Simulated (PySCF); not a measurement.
Compound: C5H7F2NO.
SMILES with atom numbers: `[F:1][CH:2]([F:3])[O:4][C@@H:5]1[CH2:6][CH2:7][CH:8]=[N:9]1` (hydrogens: H10 on C2; H11 on C5; H12, H13 on C6; H14, H15 on C7; H16 on C8)

Geometry (GFN2-xTB, Å), atoms numbered from 1 in this order:
```
atom  x, y, z in Å
F1     3.1759   -0.4826    0.9093
C2     2.4571   -0.2128   -0.2181
F3     3.1492   -0.7504   -1.2306
O4     1.2411   -0.7971   -0.1733
C5     0.2846   -0.1097    0.6234
C6    -1.0545   -0.8793    0.5565
C7    -2.0594    0.1768    0.0801
C8    -1.1726    1.3555   -0.1790
N9     0.0465    1.2187    0.1027
H10    2.4322    0.8851   -0.3358
H11    0.6775   -0.0131    1.6462
H12   -0.9393   -1.6884   -0.1617
H13   -1.3136   -1.2980    1.5249
H14   -2.5954   -0.1081   -0.8254
H15   -2.7984    0.4240    0.8443
H16   -1.5385    2.2884   -0.5778
```

Theory: TDDFT wB97X-D/def2-SVPD, vertical, gas phase, core orbitals frozen in the response in PySCF 2.14.0, density-fitted response routines.

Transition dipole moments from the ground state, in atomic units and in the frame of the coordinates above (overall signs are arbitrary), for the states with f of 0.002 or more among the lowest 8:

```tsv
state	E (hartree)	μx	μy	μz
S2	0.2766	-0.603	0.101	-0.164
S3	0.2923	0.592	0.082	0.049
S4	0.2951	-0.715	0.208	-0.096
S6	0.3211	-0.321	-0.024	0.015
S7	0.3227	-0.065	0.133	-0.105
S8	0.3248	-0.060	0.081	-0.044
```

Question: Work out the oscillator strengths.

Answer: f = (2/3) ΔE |μ|² with ΔE in hartree (27.2114 eV).

| state | \|μ\|² (au) | \|μ\| (D) | f |
| --- | --- | --- | --- |
| S2 | 0.401 | 1.61 | 0.074 |
| S3 | 0.360 | 1.52 | 0.070 |
| S4 | 0.563 | 1.91 | 0.111 |
| S6 | 0.104 | 0.82 | 0.022 |
| S7 | 0.033 | 0.46 | 0.007 |
| S8 | 0.012 | 0.28 | 0.003 |

Question: Which bond between heavy atoms lies closest to the direction of the S4 transition dipole?

Answer: C8–N9, at 11° from it; next C6–C7 at 31°.

Question: What angle do the transition dipoles of S2 and S6 make?

Answer: |cos θ| = |μa·μb| / (|μa| |μb|) = 0.93, so θ ≈ 22° (taken between 0 and 90°, since the signs are arbitrary).

Question: How is the summed strength of these states shared among x, y and z?

Answer: (2/3) Σ ΔE μα² gives 0.260 for x, 0.017 for y and 0.010 for z, 0.287 in all.

Question: What peak molar absorption coefficient would the strongest computed level give as a lone Gaussian band 0.5 eV wide at half height?

Answer: ε(max) = 2.175×10⁸ f / FWHM, with the width in cm⁻¹. S4: 2.175×10⁸ × 0.1108 / 4033 ≈ 6000 L mol⁻¹ cm⁻¹.

One conformer stands for the species.
